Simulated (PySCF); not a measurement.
Cartesian coordinates (Å):
```xyz
8

C     -0.8482    -0.1443     0.0125
C      0.3826     0.6854    -0.0670
S      1.9733     0.0377     0.1263
H     -1.0507    -0.4957     1.0343
H     -1.7187     0.4258    -0.3168
H     -0.7729    -1.0355    -0.6189
H      0.3386     1.7590     0.0507
H      1.6959    -1.2324    -0.2212
```
Charge 0, spin multiplicity 2.

Task: What is the computed total energy, dipole moment and highest occupied spin orbital (PBE-D3(BJ)/def2-TZVP // B3LYP-D3(BJ)/def2-TZVP run with PySCF 2.14.0)?

Result: 
| Item | Value |
|---|---|
| total energy | -477.1200 Ha |
| dipole moment | 1.14 D |
| highest occupied spin orbital | -3.75 eV |
